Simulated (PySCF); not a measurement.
## Gas-phase thermal properties of AsH2

Energies from PySCF (xtb for GFN2), thermal terms from the rigid-rotor harmonic-oscillator model, ideal gas at 1 bar. 6-31G* has spherical d functions here. Open shells (unrestricted): AsH2 (multiplicity 2). GFN2 has no spin-polarisation term. B3LYP is the form with VWN-RPA correlation. As: all electrons, no relativistic terms. AsH2: computed as isolated molecules; such fragments, hydroxides, amides, oligomers or adducts are transient or little studied in the gas. The harmonic model lacks anharmonicity and excited electronic states, which grow with temperature; levels with a mode under 35 cm⁻¹ are left out.

```json
[
 {"level": "B3LYP/6-31G*", "point group": "C2v", "σ": "2", "ZPE (kJ/mol)": "32.1", "S°298 (J/mol/K)": "225.5", "Cp298 (J/mol/K)": "34.8", "S°1000 (J/mol/K)": "274.3", "H1000 − H298 (kJ/mol)": "29.3"},
 {"level": "GFN2-xTB", "point group": "C2v", "σ": "2", "ZPE (kJ/mol)": "29.2", "S°298 (J/mol/K)": "224.9", "Cp298 (J/mol/K)": "34.8", "S°1000 (J/mol/K)": "274.7", "H1000 − H298 (kJ/mol)": "30.0"},
 {"level": "HF/6-31G*", "point group": "C2v", "σ": "2", "ZPE (kJ/mol)": "34.6", "S°298 (J/mol/K)": "224.9", "Cp298 (J/mol/K)": "34.4", "S°1000 (J/mol/K)": "272.7", "H1000 − H298 (kJ/mol)": "28.6"},
 {"level": "PBE/def2-SVP", "point group": "C2v", "σ": "2", "ZPE (kJ/mol)": "31.2", "S°298 (J/mol/K)": "225.7", "Cp298 (J/mol/K)": "35.1", "S°1000 (J/mol/K)": "275.0", "H1000 − H298 (kJ/mol)": "29.6"},
 {"level": "PBE0/def2-TZVP", "point group": "C2v", "σ": "2", "ZPE (kJ/mol)": "32.3", "S°298 (J/mol/K)": "225.3", "Cp298 (J/mol/K)": "34.9", "S°1000 (J/mol/K)": "274.1", "H1000 − H298 (kJ/mol)": "29.3"}
]
```
σ: rotational symmetry number. Electronic degeneracy used: 2. Frequencies are unscaled.
